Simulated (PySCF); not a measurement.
**A survey of 17O NMR shifts**

Computational details: σ from GIAO-PBE0/pcSseg-1, GFN2-xTB geometry, in PySCF 2.14.0 with density-fitted response routines (single conformer, fast rotation and ring inversion assumed for equivalent nuclei, no solvent, no relativistic terms).

Shieldings were converted by a linear fit to measured shifts: 17O: δ = 266.70 − 0.911σ (rms 10.7 ppm, 155 shifts, 12.2 ppm with the 3 outliers that the fit left out vs liquid water, solution or neat liquid). Occasional misses reach two or three times the rms, and more in compound classes unlike the fitted ones.

Task: Give the 17O shifts of `O=C(O)C#CC1CC1`, `C=Cc1ccc(O)o1`, `C=Cc1ccc(O)o1`, `Oc1ccc(C(F)(F)F)o1`, `CC1(C)COC1`, `C/C=C(\C)CO`.

Result: 
```
                                                      compound                environment  δ (ppm)
          [O:1]=[C:2]([OH:3])[C:4]#[C:5][CH:6]1[CH2:7][CH2:8]1        O1: carbonyl oxygen    364.3
          [O:1]=[C:2]([OH:3])[C:4]#[C:5][CH:6]1[CH2:7][CH2:8]1   O3: acid hydroxyl oxygen    157.3
           [CH2:1]=[CH:2][c:3]1[cH:4][cH:5][c:6]([OH:7])[o:8]1   O8: aromatic ring oxygen    207.6
           [CH2:1]=[CH:2][c:3]1[cH:4][cH:5][c:6]([OH:7])[o:8]1     O7: phenol-type oxygen     61.7
           [CH2:1]=[CH:2][c:3]1[cH:4][cH:5][c:6]([OH:7])[o:8]1   O8: aromatic ring oxygen    207.6
           [CH2:1]=[CH:2][c:3]1[cH:4][cH:5][c:6]([OH:7])[o:8]1     O7: phenol-type oxygen     61.7
[OH:1][c:2]1[cH:3][cH:4][c:5]([C:6]([F:7])([F:8])[F:9])[o:10]1  O10: aromatic ring oxygen    211.7
[OH:1][c:2]1[cH:3][cH:4][c:5]([C:6]([F:7])([F:8])[F:9])[o:10]1     O1: phenol-type oxygen     63.3
                                                    CC1(C)COC1               ether oxygen    -51.4
                                                   C/C=C(\C)CO             alcohol oxygen      5.5
```

In solution the two oxygens of a carboxylic acid give one averaged line by proton exchange, and hydrogen bonding shields acid and N–H amide carbonyl oxygens by tens of ppm; neither is in these numbers.
